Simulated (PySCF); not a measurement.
Mean harmonic wavenumber (cm⁻¹) of eight silicon and germanium compounds: PBE-D3(BJ) beside PBE0-D3(BJ), computed with PySCF for isolated molecules in the bases named; differences from unrounded values. The eight are the first of their class met in an unordered collection, after screening for sound electronic states; none was chosen by its value. Each level has its own optimised geometry.

```tsv
molecule	basis	PBE0-D3(BJ)	PBE-D3(BJ)	difference
CH8GeOSi, SMILES [SiH3][GeH2][CH2]O	def2-SVP	1209	___	___
C₂H₉NOSi, SMILES CC[Si@@H](N)O	def2-SVP	1397	___	___
GeH₇NOSi, SMILES N[SiH2][O][GeH3]	def2-SVP	1162	1122	-41
F2H5NSi2, SMILES [SiH2](N[SiH2]F)F	def2-SVP	1060	1023	-37
trifluoro(fluorosilyloxy)silane (F4H2OSi2), SMILES F[Si](O[SiH2]F)(F)F	def2-SVP	742	___	___
Ge(H)2(Me)(OMe) (C2H8GeO), SMILES [GeH2]([O]C)[CH3]	def2-SVP	1378	1330	-48
C2H8O2Si2, SMILES C1[Si@H](O)OC[SiH2]1	def2-SVP	1216	1174	-42
CH9ClOSi3, SMILES Cl[Si@H](O[SiH2]C)[SiH3]	def2-SVP	1066	1031	-35
```

Problem. Complete the blanks. (An estimate is asked for; the answer gives what the named calculation found.)

Solution. 
- CH8GeOSi, SMILES [SiH3][GeH2][CH2]O, PBE-D3(BJ): 1165
- CH8GeOSi, SMILES [SiH3][GeH2][CH2]O, difference: -44
- C₂H₉NOSi, SMILES CC[Si@@H](N)O, PBE-D3(BJ): 1352
- C₂H₉NOSi, SMILES CC[Si@@H](N)O, difference: -45
- trifluoro(fluorosilyloxy)silane (F4H2OSi2), SMILES F[Si](O[SiH2]F)(F)F, PBE-D3(BJ): 716
- trifluoro(fluorosilyloxy)silane (F4H2OSi2), SMILES F[Si](O[SiH2]F)(F)F, difference: -26

PBE-D3(BJ) lies below PBE0-D3(BJ) in 8 and above it in 0 of the eight; the mean signed difference is -40 and the largest -48 cm⁻¹.
